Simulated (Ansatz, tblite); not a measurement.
Removing and adding an electron: 1-ethyl-3-methylimidazolium dicyanamide (C8H11N5). Charge 0, multiplicity 1. Geometry: PBE-D4/def2-SVP. Ansatz, gas phase; energy differences of separate SCF runs; the oxidised species was run as a doublet alone; the reduced species was run as a doublet alone.

| atom | x (Å) | y (Å) | z (Å) |
| --- | --- | --- | --- |
| C1 | 0.680 | 1.747 | -2.261 |
| C2 | 0.731 | 0.228 | -2.408 |
| N3 | 0.612 | -0.459 | -1.113 |
| C4 | 1.615 | -0.580 | -0.163 |
| C5 | 1.045 | -1.119 | 0.965 |
| N6 | -0.296 | -1.320 | 0.677 |
| C7 | -1.300 | -1.822 | 1.613 |
| C8 | -0.540 | -0.891 | -0.574 |
| H9 | 0.720 | 2.216 | -3.264 |
| H10 | 1.540 | 2.121 | -1.671 |
| H11 | -0.257 | 2.042 | -1.744 |
| H12 | -0.099 | -0.140 | -3.042 |
| H13 | 1.675 | -0.120 | -2.874 |
| H14 | 2.641 | -0.258 | -0.359 |
| H15 | 1.443 | -1.295 | 1.969 |
| H16 | -0.993 | -1.509 | 2.631 |
| H17 | -1.376 | -2.925 | 1.545 |
| H18 | -2.273 | -1.355 | 1.370 |
| H19 | -1.522 | -0.841 | -1.051 |
| N20 | -1.806 | 1.522 | -0.065 |
| C21 | -1.359 | 1.674 | 1.033 |
| N22 | -0.891 | 1.897 | 2.226 |
| C23 | -0.274 | 0.997 | 2.944 |
| N24 | 0.286 | 0.190 | 3.617 |

The xTB rows come from tblite. In the singlet geometry the species has come apart into loosely held pieces. In the doublet geometry the species has come apart into loosely held pieces.

```csv
level,−HOMO (eV),vertical IE (eV),−LUMO (eV),vertical EA (eV),HOMO–LUMO gap (eV),IE − EA (eV),remarks
GFN1-xTB,9.26,12.68,8.49,5.24,0.77,7.44,–
GFN2-xTB,8.67,12.32,7.65,4.37,1.02,7.94,–
HF/def2-TZVP,8.57,–,-2.42,-1.07,10.99,–,spin-contaminated (⟨S²⟩ 0.84) (-1 doublet)
PBE-D4/def2-TZVP,4.68,7.65,2.17,-0.33,2.50,7.98,HOMO above zero (-1 doublet)
PBE0-D4/def2-TZVP,5.82,7.73,1.23,-0.36,4.59,8.09,HOMO above zero (-1 doublet)
```

Relaxing the reduced species (PBE-D4/def2-SVP) changes its energy by -0.75 eV at PBE-D4/def2-TZVP, so the adiabatic electron affinity to this nearest minimum is 0.42 eV. At PBE0-D4/def2-TZVP it is 0.39 eV. The highest occupied level of the relaxed charge -1 doublet lies above zero (up to 1.31 eV). By energy differences its removal costs 0.42 eV (each at its own geometry, to the charge 0 singlet, at PBE-D4/def2-TZVP); self-interaction error and the lack of diffuse functions both raise the level.  Run but left out: HF/def2-TZVP (charge +1 doublet: ⟨S²⟩ 1.21, where a pure state has 0.75).   A HOMO above zero means that the electron is unbound at that level or that self-interaction error raises the level; the energy of removing that electron tells which. Raw xTB energy differences between charge states are shifted by several eV; the methods need an empirical correction for them. Sets without diffuse functions give affinities that are too small. A negative affinity means that the extra electron isn't bound; its size then hangs on the basis.
